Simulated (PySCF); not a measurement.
hydrogen isocyanide (CHN), singlet, at a GFN2-xTB geometry. Base run: PySCF with CAMB3LYP/def2-SVP.

Geometry (Å):
```xyz
3

C      0.0000     0.0000    -0.7332
N      0.0000     0.0000     0.4252
H      0.0000     0.0000     1.4227
```
Charge 0, spin multiplicity 1.
All else is at PySCF's defaults.
Base energy -93.28275 Eh.

Each row names what was changed in the base input (with any setting that the change needs).

```csv
change,ΔE vs base (mEh),SCF cycles
base,0.000,8
DIIS = EDIIS,0.000,39
conv_tol = 1e-12,0.000,10
solver = newton,0.000,-
solver = newton; init_guess = 1e,0.000,-
init_guess = huckel,0.000,9
init_guess = mod_huckel,0.000,9
level_shift = 0.5 (with mf.max_cycle = 100),0.000,13
conv_tol_grad = 1e-7,0.000,10
level_shift = 0.1 (with mf.max_cycle = 100),0.000,9
level_shift = 0.3 (with mf.max_cycle = 100),0.000,11
diis = off; damp = 0.3 (with mf.diis_start_cycle = 200; with mf.max_cycle = 150),0.000,24
damp = 0.5; diis_start_cycle = 5,0.000,9
```
